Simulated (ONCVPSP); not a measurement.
# u(r) = r·R(r): atom against pseudo-atom (Sn)

Columns: radius, all-electron u(r) and pseudo u(r) of the 4p shell (level -102.26 eV) of tin in the configuration [Ar] 3d10 4s2 4p6 4d10 5s2 5p0.5; PBE, scalar-relativistic, ONCV scheme, ONCVPSP 4.0.1.

```csv
r (bohr),all-electron,pseudo
0.062,0.4432,0.0187
0.125,0.0413,0.0743
0.188,-0.4939,0.1631
0.250,-0.6742,0.2769
0.312,-0.5252,0.4096
0.375,-0.1897,0.5549
0.438,0.1980,0.7013
0.500,0.5482,0.8372
0.562,0.8294,0.9566
0.625,1.0328,1.0540
0.688,1.1573,1.1227
0.750,1.2141,1.1602
0.812,1.2201,1.1683
0.875,1.1875,1.1485
0.938,1.1284,1.1043
1.000,1.0541,1.0420
1.062,0.9711,0.9664
1.125,0.8833,0.8822
1.188,0.7962,0.7959
1.250,0.7135,0.7133
1.312,0.6355,0.6354
1.375,0.5621,0.5620
1.438,0.4951,0.4950
1.500,0.4353,0.4352
1.562,0.3815,0.3814
1.625,0.3327,0.3327
```

Question: How many radial nodes do the two functions have?

Answer: The all-electron 4p function has n − l − 1 = 2; the pseudo-wave has 0, since the states of the same l below it are removed with the core.

Question: At about which radius was the pseudo-wave matched?

Answer: 1.25 bohr, where the columns begin to agree (steps of 0.06 bohr).

Question: Where does each function peak?

Answer: Outermost all-electron maximum near 0.81 bohr, pseudo maximum near 0.81 bohr (to the table’s step).

Question: Is the pseudo-wave norm-conserving?

Answer: Yes: the ONCV scheme keeps the norm inside the radius equal to the all-electron one, which fixes the energy derivative of the logarithmic derivative at the level.
